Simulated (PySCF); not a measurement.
HOSi, SMILES O=[SiH], multiplicity 2. Geometry optimised at PBE-D3(BJ)/def2-TZVPD. The isomer is the one that the SMILES or the coordinates give; other isomers of the formula were not compared.

Method: PBE-D3(BJ)/def2-TZVPD (PySCF 2.14.0).

Harmonic wavenumbers (cm⁻¹): 585, 1127, 1845. Rotational constants (GHz): 292.3, 19.40, 18.19; symmetry number 1.

Question: Work out the zero-point energy and the ideal-gas rigid-rotor harmonic-oscillator thermochemistry at 298.15 K and 1 atm.

Answer: ZPE = ½ Σ hcν = ½ × 3558 cm⁻¹ = 5.09 kcal/mol. H − E(el) = 7.58 kcal/mol. Entropy in cal/(mol K): translation 37.34, rotation 18.68, vibration 0.53, spin 1.38, total 57.94. G − E(el) = -9.70 kcal/mol. Cp = 9.29 cal/(mol K).
